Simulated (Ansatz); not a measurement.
Input file for Ansatz (an electronic-structure program): U-B97M-V/def2-TZVPP on CrO3 (SMILES [O]=[Cr](=[O])=[O]), 2S+1 = 3, a spin state set in the input, which need not be the lowest.

Ansatz 0.2 input:
```yaml
crystal:
  periodic: [false, false, false]
  atoms:
    - {symbol: Cr, position_ang: [0.11602161, -0.12523299, -0.13585908]}
    - {symbol: O, position_ang: [-1.10982989, -1.11217122, -0.07876957]}
    - {symbol: O, position_ang: [-0.15625672, 1.39990586, -0.94089423]}
    - {symbol: O, position_ang: [1.09217727, -0.09553637, 1.09947873]}
basis:
  gaussian:
    orbitals: def2-TZVPP
hamiltonian:
  xc: {name: B97M-V}
magnetization: {spin_polarized: true, initial_magnetization: 2}
```

Program output:

```
WARN ansatz: RAYON_NUM_THREADS=4 ignored (pool sized by the plan → 4); use --threads N
Functional definition: B97M-V
integrals: 0.08 GiB planned
872 factors; their error is unknown
mean field: 0.90 GiB planned
mean field evaluation 1: about -34543.2903 eV, gradient 6.4e1 eV
mean field evaluation 2: about -34121.7844 eV, gradient 3.6e2 eV
mean field evaluation 4: about -34536.4794 eV, gradient 6.4e1 eV
mean field evaluation 8: about -34555.5161 eV, gradient 2.0e-1 eV
mean field evaluation 16: about -34549.9993 eV, gradient 3.0e1 eV
mean field evaluation 32: about -34554.5103 eV, gradient 7.0e0 eV
mean field -34555.51633321 eV, -1269.8918026754 hartree, gradient 1.5e-5 eV, S^2 2.015360; 7 other end points of the search recorded, 0 dependent functions left out
reference -34555.51640366 eV, -1269.8918052641 hartree; 25, 23 occupied and 132, 134 virtual orbitals, 872 factors
Total energy: -34555.51640366 eV, -1269.8918052641 hartree
```

The run converged.

Cost: very roughly 24 core-seconds.
